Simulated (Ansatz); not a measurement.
Isolated molecules relaxed with PBE0-D4/def2-TZVP in Ansatz; ΔE leaves out vibrations. CCSD(T)/CBS adds triple-zeta CCSD(T) − MP2 to the extrapolated MP2 energy (def2 sets, frozen cores). This one scheme is used for every species. DFT in def2-TZVPP. B3LYP here is the variant with VWN-RPA as its local correlation; programs differ in this. One conformer a species, not always the lowest.

`CO[SiH2]S[SiH2]F` + `[AlH2][SH]` → `F[SiH2][S][AlH2]` + `CO[SiH2]S`  (ligand exchange at the Si–S bond)

```csv
level,ΔE (kcal/mol),difference from CCSD(T)/CBS
PBE-D4,0.6,0.4
r2SCAN-D4,0.5,0.3
PBE0-D4,0.4,0.2
B3LYP-D4,1.1,0.9
ωB97X-V,0.5,0.3
ωB97M-V,0.5,0.3
B2PLYP,-0.2,-0.4
PBE,-0.5,-0.7
r2SCAN,0.1,-0.1
PBE0,-0.6,-0.8
B3LYP,-0.6,-0.8
HF/def2-TZVPP,-0.9,-1.1
MP2/def2-TZVPP,0.3,0.1
SCS-MP2/def2-TZVPP,0.1,-0.1
CCSD/def2-TZVPP,0.1,-0.1
CCSD(T)/def2-TZVPP,0.4,0.2
HF/def2-QZVPP,-1.0,-1.2
MP2/def2-QZVPP,0.2,0.0
SCS-MP2/def2-QZVPP,0.0,-0.2
HF/CBS(def2),-1.0,-1.2
MP2/CBS(def2),0.2,0.0
CCSD/CBS(def2),0.0,-0.2
CCSD(T)/CBS,0.2,0
```

Largest T1 diagnostic among the species: 0.012.

The D4 term adds +1.7 kcal/mol with B3LYP and +1.0 kcal/mol with PBE0; it sums over pairs of atoms, weighted by their polarisabilities, and B3LYP, whose exchange is more repulsive, gets the larger term. In def2-TZVPP, CCSD(T) changes the Hartree–Fock value by +1.3 kcal/mol (the triples alone add +0.2 kcal/mol) and MP2 by +1.2 kcal/mol.
